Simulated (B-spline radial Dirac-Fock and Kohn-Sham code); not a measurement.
ΔSCF core binding energies without Breit or QED terms, calculated with a radial atomic solver.

A sound run for Ar³⁺, configuration [Ne] 3s2 3p3: The ground state converged in 9 iterations, with total energy -525.61393 Ha, virial ratio 1.99288 and highest orbital energy -57.06 eV. ΔSCF binding energies: K (1s) 3263.9 eV, L3 (2p3/2) 300.0 eV. Holes are computed only in closed shells, and unreliable hole states are left out.

A second run, with one unsound setting: The ground state converged in 9 iterations, with total energy -524.43239 Ha, virial ratio 1.99381 and highest orbital energy -57.52 eV. ΔSCF binding energies: K (1s) 3273.8 eV, L3 (2p3/2) 305.7 eV. Holes are computed only in closed shells, and unreliable hole states are left out.

```
iter   energy (Ha)        error
   1     -522.50784835  1.65e+00
   2     -524.36544159  2.27e-01
   3     -524.42140658  8.81e-02
   4     -524.43051114  3.37e-02
   5     -524.43231410  8.55e-03
   6     -524.43238859  5.33e-04
   7     -524.43238928  3.98e-05
   8     -524.43238928  2.23e-06
   9     -524.43238928  7.10e-08
```

Q: Which fault fits the second run best?
A. overfilled shell
B. tolerance below the noise
C. mesh too coarse
D. speed of light below Z

A: C. The input had h = 0.9: h is too large to resolve the orbitals.
